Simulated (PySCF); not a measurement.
CH2FNOSi, SMILES N#CO[SiH2]F. Coordinates come from a PBE-D3(BJ)/def2-SVP optimisation. The structure was generated by enumeration, and PubChem lists no compound with its InChIKey, so it may never have been made. Other conformers were not sampled.

Give the equilibrium geometry at PBE-D3(BJ)/def2-SVP (PySCF confirms it by a frequency run) as bond lengths and angles. (Estimate from the structure and the level; the computed values follow.)

Several could match; the one computed here: 
Atoms: N1 C2 O3 Si4 F5 H6 H7. Bonded distances (Å): N1–C2 1.177, C2–O3 1.294, O3–Si4 1.718, Si4–F5 1.623, Si4–H6 1.486, Si4–H7 1.490. Angles (°): N1–C2–O3 177.8, C2–O3–Si4 125.9, O3–Si4–F5 108.2, O3–Si4–H6 103.4, O3–Si4–H7 108.2, F5–Si4–H6 110.0, F5–Si4–H7 109.2, H6–Si4–H7 117.5.
